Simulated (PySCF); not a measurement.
Geometry:
```
atom   x (Å)   y (Å)   z (Å)
  B1  -1.832  -1.895  -0.747
  O2  -0.694  -1.268  -0.374
  B3  -0.424   0.087  -0.274
  P4  -1.802   1.446  -0.361
  O5   0.855   0.493  -0.199
  C6   1.963  -0.379  -0.214
  H7  -1.853  -3.103  -0.690
  H8  -2.789  -1.255  -1.130
  H9  -2.652   0.889   0.639
 H10  -1.144   2.359   0.511
 H11   2.466  -0.340   0.765
 H12   1.667  -1.417  -0.423
 H13   2.673  -0.038  -0.982
```

Geometry: PBE0-D3(BJ)/def2-SVP; GIAO absolute shieldings from PySCF, gas phase, non-relativistic, averaged over equivalent atoms.

At PBE0/pcSseg-1 (144 basis functions, 12 s wall time on 1 thread of an Arm Neoverse V1, shared host):
```tsv
atoms	σ (ppm)
B1	49.0
B3	64.4
O2	54.5
O5	197.1
P4	567.2
C6	132.3
H7/H8	25.83
H11/H12/H13	27.30
H9/H10	29.30
```

Question: Estimate the result of repeating the calculation with CAM-B3LYP/pcSseg-1.

Answer: 
```
      atoms  σ at CAM-B3LYP/pcSseg-1  change
         B1                     45.7    -3.3
         B3                     61.6    -2.8
         O2                     57.7    +3.2
         O5                    202.3    +5.2
         P4                    553.1   -14.1
         C6                    130.3    -2.0
      H7/H8                    25.97   +0.14
H11/H12/H13                    27.34   +0.04
     H9/H10                    29.46   +0.16
```

The largest change is at P4 (phosphorus bonded to B, 2 H). Cost: 144 basis functions, 17 s wall time on 1 thread of an Arm Neoverse V1, shared host.
